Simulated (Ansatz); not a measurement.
One change: `O[SiH]([SiH3])N[SiH3]` becomes `BO[SiH](O)[SiH3]`.

Ansatz, PBE0-D4/def2-TZVP geometries, multiplicity 1. Each molecule was computed in one conformer, which needn't be the lowest.

```tsv
property	`O[SiH]([SiH3])N[SiH3]`
size of the dipole moment (PBE/def2-TZVPP) / D	1.31
LUMO energy (ωB97M-V/def2-TZVPP) / eV	1.37
LUMO energy (B3LYP/def2-TZVPP) / eV	-0.46
HOMO energy (ωB97M-V/def2-TZVPP) / eV	-9.96
HOMO energy (B3LYP/def2-TZVPP) / eV	-7.60
HOMO–LUMO gap (ωB97M-V/def2-TZVPP) / eV	11.32
```

(1) Give the same properties after the change, and the shifts. (Best estimate.)

Answers

(1) The calculation gave: 
| property | `BO[SiH](O)[SiH3]` | shift |
| --- | --- | --- |
| size of the dipole moment (PBE/def2-TZVPP) / D | 1.28 | -0.03 |
| LUMO energy (ωB97M-V/def2-TZVPP) / eV | 1.20 | -0.17 |
| LUMO energy (B3LYP/def2-TZVPP) / eV | -0.92 | -0.46 |
| HOMO energy (ωB97M-V/def2-TZVPP) / eV | -10.16 | -0.20 |
| HOMO energy (B3LYP/def2-TZVPP) / eV | -7.84 | -0.24 |
| HOMO–LUMO gap (ωB97M-V/def2-TZVPP) / eV | 11.35 | 0.03 |

With PBE0 the HOMO falls by 0.20 eV and the LUMO falls by 0.39 eV, so the gap narrows by about 0.19 eV. PBE moves the HOMO by -0.28 eV and ωB97M-V by -0.20 eV. Dipoles are sizes alone; their direction can turn.

B3LYP here is the variant with VWN-RPA as its local correlation; programs differ in this.
